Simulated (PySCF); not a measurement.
## Static response to an electric field

Compound: W(CH)(OMe)3, C₄H₁₀O₃W (singlet state).
Structure used (PBE0-D3(BJ)/def2-SVP), in Å, numbered top down from 1:
```xyz
18
C4H10O3W angstrom
W     -0.015    0.026   -0.361
C      0.032   -0.033    1.388
H      0.062   -0.069    2.481
O      1.585   -0.801   -0.917
C      2.683   -1.427   -0.323
H      2.654   -1.325    0.775
H      3.618   -0.977   -0.699
H      2.691   -2.499   -0.581
O     -0.108    1.861   -0.780
C     -0.127    3.078   -0.096
H     -0.147    2.921    0.996
H     -1.017    3.659   -0.390
H      0.768    3.669   -0.354
O     -1.564   -0.935   -0.835
C     -2.581   -1.637   -0.185
H     -2.506   -1.524    0.910
H     -2.520   -2.709   -0.436
H     -3.564   -1.262   -0.515
```

Level: wB97X-D/def2-SVPD (PySCF), static field, nuclei fixed, core orbitals frozen in the response. The polarisability tensor in these axes (au):

```
x   110.73   0.01  -0.48
y     0.01 111.49   0.63
z    -0.48   0.63  93.39
```

Q: Diagonalise the tensor; give its mean and Δα, where Δα² is half the sum of the squared differences of the eigenvalues.

A: Principal values 93.35, 110.75 and 111.51 au; mean 105.20 au = 15.59 Å³ = 17.35 × 10⁻⁴⁰ C²·m²/J; Δα = 17.79 au (17 % of the mean).

Q: What is the dipole moment, and where does it point?

A: (0.04, -0.08, 0.92) D, 0.92 D in size, pointing from the negative to the positive side. Measured along this direction, the outermost atoms are O9 at the negative end and H3 at the positive end.

Q: Sum over states: ᾱ = Σ f/ω², ω in Eh. What share falls to these 10 lowest TDDFT singlets (eV, f)? 4.49, 0.0000; 4.80, 0.0022; 4.80, 0.0025; 5.02, 0.0120; 5.55, 0.0388; 5.56, 0.0062; 5.56, 0.0399; 5.85, 0.0021; 5.86, 0.0023; 6.56, 0.0102.

A: They add up to 2.81 au, 2.7 % of the 105.20 au; the largest single term is 0.96 au, from the state at 5.56 eV. Terms in order: 0.00, 0.07, 0.08, 0.35, 0.93, 0.15, 0.96, 0.05, 0.05, 0.17 au. Higher excitations give the rest. The strengths listed sum to 0.116.

Q: Rayleigh depolarisation ratio (linearly polarised light, static tensor)?

A: ρ = 3Δα²/(45ᾱ² + 4Δα²) = 949.6/(498054 + 1266.1) = 0.0019.

Q: Refractivity n − 1 of an ideal gas of it at 298.15 K and 1 atm, from the electronic α?

A: N = p/kT = 2.4615 × 10¹⁹ cm⁻³, so n − 1 = 2π × N × 15.59 × 10⁻²⁴ cm³ = 2411 × 10⁻⁶ at long wavelengths.

Q: Directions of the eigenvectors, and the extent of the frame along each?

A: Largest value along (-0.02, 1.00, 0.04), where the nuclei span 6.34 Å; middle along (1.00, 0.02, -0.03), 7.19 Å; least along (0.03, -0.03, 1.00), 3.33 Å. The strongest response doesn't lie along the longest of the three spans.

Q: How large is μ²/3kT at 298 K beside α?

A: In Gaussian units μ²/3kT = 6.89 Å³ against 15.59 Å³, a ratio of 0.44; the Debye molar polarisation (4π/3)N_A(α + μ²/3kT) is 56.7 cm³/mol, leaving out the vibrational part.

Isolated species at its PBE0-D3(BJ)/def2-SVP geometry, gas phase. Atoms past krypton carry effective core potentials; spin–orbit coupling is left out.

Note: wB97X-D ran without an empirical dispersion term, which enters the total energy and its gradient alone.
